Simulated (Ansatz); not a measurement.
Basis sets compared for Be₅O₅H₁₈. Total charge 0; singlet. Geometry PBE-D4/def2-SVP. Ansatz on 4 threads of AMD EPYC 9R45 on a shared host; times are rough, and most runs start from earlier orbitals.

Cartesian coordinates in Å:
```
Be 2.467 0.128 0.047
Be 0.994 1.910 -1.721
Be -0.457 0.060 -0.666
Be -3.189 -2.059 1.606
Be 0.424 -0.168 1.320
O 0.936 -0.790 -0.223
O 1.740 0.681 1.485
O 2.306 1.278 -1.123
O -0.096 -1.217 2.449
O -3.191 -1.311 0.183
H 3.631 -0.617 0.118
H 0.790 0.826 -4.019
H 0.918 2.944 -2.615
H 0.485 3.547 -0.217
H -1.477 -0.748 -1.223
H -0.256 1.225 -1.466
H -1.892 -2.512 1.943
H -4.361 -2.199 2.289
H -0.762 0.503 0.736
H 1.042 -1.721 -0.482
H 2.216 1.007 2.261
H 0.548 3.056 0.376
H 3.139 1.626 -1.483
H 0.864 0.067 -4.136
H -0.987 -1.792 2.233
H 0.536 -1.786 2.926
H -2.354 -1.015 -0.433
H -4.015 -0.927 -0.167
```

B3LYP takes the VWN-RPA correlation. In the singlet geometry the species has come apart into loosely held pieces. In the singlet, H12 and H24 lie 0.77 Å apart, H14 and H22 lie 0.77 Å apart, H17 and H25 lie 1.19 Å apart (atoms count from 1), so H2 has formed as a molecule.

Binding counts from free atoms (Be singlet, O triplet, H doublet) in the same basis, without a counterpoise term.

| level | functions | energy (Eh) | HOMO (eV) | LUMO (eV) | binding per atom (eV) | wall time |
| --- | --- | --- | --- | --- | --- | --- |
| HF/STO-3G | 68 | -452.2179 | -8.63 | 7.35 | 2.95 | 0.3 s |
| HF/6-31G | 126 | -458.0633 | -10.22 | 3.28 | 2.29 | 0.65 s |
| PBE-D4/def2-SVP | 205 | -459.9855 | -5.72 | -1.03 | 3.28 | 1.6 s |
| PBE-D4/def2-TZVP (with forces) | 358 | -460.5314 | -5.81 | -1.35 | 3.25 | 3.6 s |
| B3LYP-D4/6-31G | 126 | -460.9304 | -6.67 | -0.06 | 3.20 | 1.6 s |
| B3LYP-D4/def2-TZVP | 358 | -461.2313 | -6.92 | -0.87 | 3.26 | 4.8 s |
| PBE0-D4/def2-SVP | 205 | -460.0348 | -7.04 | -0.20 | 3.22 | 2.2 s |
| PBE0-D4/def2-TZVP | 358 | -460.5760 | -7.10 | -0.59 | 3.19 | 4.8 s |

Q: Estimate the rows for PBE-D4/def2-TZVPD, B3LYP-D4/def2-TZVPD, PBE0-D4/def2-TZVPD.

A: 
```csv
level,functions,energy (Eh),HOMO (eV),LUMO (eV),binding per atom (eV),wall time
PBE-D4/def2-TZVPD,472,-460.5425,-5.83,-1.50,3.26,5.5 s
B3LYP-D4/def2-TZVPD,472,-461.2425,-6.94,-1.07,3.26,9 s
PBE0-D4/def2-TZVPD,472,-460.5857,-7.12,-0.80,3.20,8.5 s
```
